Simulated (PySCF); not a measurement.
Species: C₇H₁₂FNO.
Numbering: `[CH3:1][CH:2]([CH3:3])[O:4][C@@H:5]([CH3:6])[C@H:7]([F:8])[C:9]#[N:10]` (hydrogens: H11, H12, H13 on C1; H14 on C2; H15, H16, H17 on C3; H18 on C5; H19, H20, H21 on C6; H22 on C7)

The same species was optimised twice, with GFN2-xTB and with PBE0-D3(BJ)/def2-SVP (PySCF), and the same property calculations (PySCF, gas phase) were run on both structures.

```tsv
coordinate	GFN2-xTB	PBE0-D3(BJ)/def2-SVP	change
C7–C9 (Å)	1.451	1.469	+0.018
C5–C7 (Å)	1.546	1.531	-0.015
C9≡N10 (Å)	1.142	1.156	+0.014
C5–C6 (Å)	1.529	1.515	-0.014
O4–C5 (Å)	1.409	1.398	-0.011
C1–C2 (Å)	1.524	1.514	-0.010
C7–F8 (Å)	1.378	1.368	-0.010
C2–C3 (Å)	1.528	1.519	-0.009
C2–O4 (Å)	1.426	1.422	-0.004
C1–C2–C3 (°)	111.2	112.5	+1.3
C6–C5–C7 (°)	110.1	111.4	+1.3
C5–C7–C9 (°)	110.2	111.1	+0.9
C7–C9–N10 (°)	178.5	179.3	+0.8
O4–C5–C7 (°)	106.1	105.4	-0.7
O4–C5–C6 (°)	111.6	111.9	+0.3
C5–C7–F8 (°)	110.0	110.2	+0.2
F8–C7–C9 (°)	109.7	109.6	-0.1
C1–C2–O4–C5 (°)	-157	-159	-2
C2–O4–C5–C6 (°)	98	97	-1
O4–C5–C7–F8 (°)	-179	-178	+1
```

Rotational constants: A = 1801, B = 931.5, C = 685.0 MHz (GFN2-xTB) against A = 1782, B = 943.5, C = 691.3 MHz (PBE0-D3(BJ)/def2-SVP). Point groups within 0.08 Å: C1 and C1.

On the GFN2-xTB structure: HOMO (eV) -7.87 [PBE0/pcSseg-1]; LUMO (eV) -0.04 [PBE0/pcSseg-1]; dipole (D) 3.82 [PBE0/pcSseg-1]; GIAO shielding of C1 (ppm) 161.0 [PBE0/pcSseg-1]; GIAO shielding of C2 (ppm) 111.7 [PBE0/pcSseg-1]; GIAO shielding of C3 (ppm) 163.8 [PBE0/pcSseg-1]; GIAO shielding of O4 (ppm) 254.3 [PBE0/pcSseg-1]; GIAO shielding of C5 (ppm) 109.2 [PBE0/pcSseg-1]; GIAO shielding of C6 (ppm) 167.3 [PBE0/pcSseg-1]; GIAO shielding of C7 (ppm) 102.8 [PBE0/pcSseg-1]; GIAO shielding of F8 (ppm) 396.0 [PBE0/pcSseg-1].

Problem. What do these properties become on the PBE0-D3(BJ)/def2-SVP structure?

Solution. 
| property | level | on GFN2-xTB | on PBE0-D3(BJ)/def2-SVP | change |
| --- | --- | --- | --- | --- |
| HOMO (eV) | PBE0/pcSseg-1 | -7.87 | -7.92 | -0.05 |
| LUMO (eV) | PBE0/pcSseg-1 | -0.04 | -0.05 | -0.01 |
| dipole (D) | PBE0/pcSseg-1 | 3.82 | 3.88 | +0.06 |
| energy, GFN2-xTB geometry as zero (kcal/mol) | PBE0/pcSseg-1 | 0.0 | -0.8 | -0.8 |
| GIAO shielding of C1 (ppm) | PBE0/pcSseg-1 | 161.0 | 159.5 | -1.5 |
| GIAO shielding of C2 (ppm) | PBE0/pcSseg-1 | 111.7 | 113.1 | +1.4 |
| GIAO shielding of C3 (ppm) | PBE0/pcSseg-1 | 163.8 | 163.0 | -0.8 |
| GIAO shielding of O4 (ppm) | PBE0/pcSseg-1 | 254.3 | 257.2 | +2.9 |
| GIAO shielding of C5 (ppm) | PBE0/pcSseg-1 | 109.2 | 112.1 | +2.9 |
| GIAO shielding of C6 (ppm) | PBE0/pcSseg-1 | 167.3 | 166.6 | -0.7 |
| GIAO shielding of C7 (ppm) | PBE0/pcSseg-1 | 102.8 | 101.9 | -0.9 |
| GIAO shielding of F8 (ppm) | PBE0/pcSseg-1 | 396.0 | 396.9 | +0.9 |

The heavy atoms differ by 0.035 Å rms after alignment. Among bonds between heavy atoms C7–C9 changes most (+0.018 Å). Changes are differences of the printed values. Neither structure is proved a minimum here.

Conformer computed: `[CH3:1][CH:2]([CH3:3])[O:4][C@@H:5]([CH3:6])[C@H:7]([F:8])[C:9]#[N:10]`: C1–C2–O4–C5 -159°, C2–O4–C5–C6 97°, O4–C5–C7–F8 -178°.
